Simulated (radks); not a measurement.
Q: The mean radii <r> (bohr) of the occupied orbitals of an atom or ion are listed with their occupations. Method: non-relativistic Kohn-Sham, exchange-only PBE, spin-polarised, spherical densities, point nucleus; computed with a radial shooting solver on a logarithmic mesh with Libxc functionals.

orbital  occ.      <r>
1s up       1  0.02408
1s down     1  0.02408
2s up       1   0.1026
2s down     1   0.1026
2p up       3  0.08706
2p down     3  0.08706
3s up       1   0.2656
3s down     1   0.2653
3p up       3   0.2554
3p down     3   0.2551
3d up       5   0.2270
3d down     5   0.2267
4s up       1   0.6006
4s down     1   0.6007
4p up       3   0.6157
4p down     3   0.6158
4d up       5   0.6547
4d down     5   0.6557
5s up       1    1.465
5s down     1    1.499
5p up       3    1.661
5p down     3    1.715
4f up       7   0.8975
6s up       1    4.564
6s down     1    4.760

Name the element and its charge. Open shells, if any, are filled with parallel spins first.

A: Z = 63, europium, charge 0: Eu in [Xe] 4f7 6s2. The 1s radius gives Z: for a bare nucleus <r> = 1.5/Z, 0.02381 bohr for Z = 63, and screening makes it slightly larger (0.02408 here). The occupations add up to 63, and the charge is Z minus that.
